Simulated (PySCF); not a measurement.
# State search for MgI⁺

Unrestricted PBE0; basis Mg aug-cc-pVDZ, I aug-cc-pVDZ-PP with ECP28; scalar-relativistic core potentials; PySCF 2.14. Outer shells of the fragments: Mg+ 3s1; I 4d10 5s2 5p5.

Followed along the bond (rough minima from three points):

```tsv
2Ms+1	unpaired	⟨S²⟩ at the start	R at minimum (Å)	Te (eV)
1	none	0.00	2.48	0.00
3	σ ↑, π ↑	2.00	none in the scan	≤ 1.55
1	σ ↑, π ↓	1.00	none in the scan	≤ 1.60
```

Solutions found at the starting distance of 2.765 Å, counted from the lowest of them; the search is not exhaustive and high or unbound solutions are not listed, so other states can lie among these:

| 2Ms+1 | unpaired | term | E (eV) | ⟨S²⟩ | ⟨Lz²⟩ | μ (D) |
| --- | --- | --- | --- | --- | --- | --- |
| 1 | none | ¹Σ⁺ | 0.00 | 0.00 | 0.00 | -13.15 |
| 3 | σ ↑, π ↑ | ³Π | 1.33 | 2.00 | 1.01 | -5.69 |
| 1 | σ ↑, π ↓ | mixed | 1.37 | 1.00 | 1.00 | -5.68 |
| 3 | σ ↑↑ | ³Σ⁺ | 2.51 | 2.00 | 0.00 | -6.60 |
| 3 | π ↑↑ | mixed | 4.36 | 2.00 | 2.01 | -6.82 |
| 1 | π ↑↓ | mixed | 4.50 | 1.01 | 2.01 | -6.55 |

A term symbol is given only where ⟨S²⟩ and ⟨Lz²⟩ are close to those of a pure state; real π, δ and φ orbitals otherwise mix terms. A positive dipole points towards I; it is taken about the centre of mass and depends on that origin.

Spin–orbit coupling is left out. Counting both spins, an empty level lies below a filled one in some of these solutions, because spin and occupation are held.
